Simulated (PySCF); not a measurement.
# Dipole moment and polarisability of GeH2MeF

Compound: GeH2MeF, CH₅FGe.
Geometry (PBE0-D3(BJ)/def2-SVP, Å), atoms numbered from 1 in this order:
```
atom  x, y, z in Å
Ge1    0.4755   -0.6782    0.3472
H2     0.4377   -0.7531    1.8839
H3     1.9130   -0.7857   -0.1915
C4    -0.4781    0.8548   -0.3534
H5    -0.0266    1.7836    0.0265
H6    -1.5313    0.8219   -0.0402
H7    -0.4349    0.8646   -1.4516
F8    -0.3554   -2.1079   -0.2209
```

Level: B3LYP/def2-SVPD (PySCF), static field, nuclei fixed, core orbitals frozen in the response. The polarisability tensor in these axes (au):

```
x   43.89 -3.69  1.07
y   -3.69 45.52 -2.66
z    1.07 -2.66 43.25
```

Q: What are the eigenvalues, a third of the trace, and Δα (Δα² = ½Σ(αi − αj)² over the three pairs)?

A: Principal values 40.54, 42.45 and 49.67 au; mean 44.22 au = 6.55 Å³ = 7.29 × 10⁻⁴⁰ C²·m²/J; Δα = 8.33 au (19 % of the mean).

Q: What is the dipole moment, and where does it point?

A: (0.66, 2.46, 0.43) D, 2.58 D in size, pointing from the negative to the positive side. Measured along this direction, the outermost atoms are F8 at the negative end and H5 at the positive end.

Q: Sum over states: ᾱ = Σ f/ω², ω in Eh. What share falls to these 15 lowest TDDFT singlets (eV, f)? 7.62, 0.0044; 7.82, 0.0003; 8.18, 0.0276; 8.40, 0.0428; 8.69, 0.3073; 8.80, 0.1037; 9.35, 0.0056; 9.54, 0.0039; 9.72, 0.0027; 9.73, 0.0229; 10.02, 0.1534; 10.06, 0.0640; 10.19, 0.1261; 10.21, 0.0100; 10.25, 0.0587.

A: They add up to 8.08 au, 18.3 % of the 44.22 au; the largest single term is 3.01 au, from the state at 8.69 eV. Terms in order: 0.06, 0.00, 0.31, 0.45, 3.01, 0.99, 0.05, 0.03, 0.02, 0.18, 1.13, 0.47, 0.90, 0.07, 0.41 au. Higher excitations give the rest. The strengths listed sum to 0.933.

Q: Rayleigh depolarisation ratio (linearly polarised light, static tensor)?

A: ρ = 3Δα²/(45ᾱ² + 4Δα²) = 208.4/(87996 + 277.8) = 0.00236.

Q: Molar refractivity from α?

A: Lorentz–Lorenz: R = (4π/3)N_A α = 2.5225 cm³/(mol·Å³) × 6.55 Å³ = 16.5 cm³/mol, in the limit of long wavelengths.

Q: What would n − 1 = 2πNα be for an ideal gas of these molecules at 350 K and 1 atm, electronic part alone?

A: N = p/kT = 2.0968 × 10¹⁹ cm⁻³, so n − 1 = 2π × N × 6.55 × 10⁻²⁴ cm³ = 863 × 10⁻⁶ at long wavelengths, for an ideal gas.

Geometry: PBE0-D3(BJ)/def2-SVP; no solvent, vibrations or thermal averaging. The calculation is non-relativistic, for germanium too.
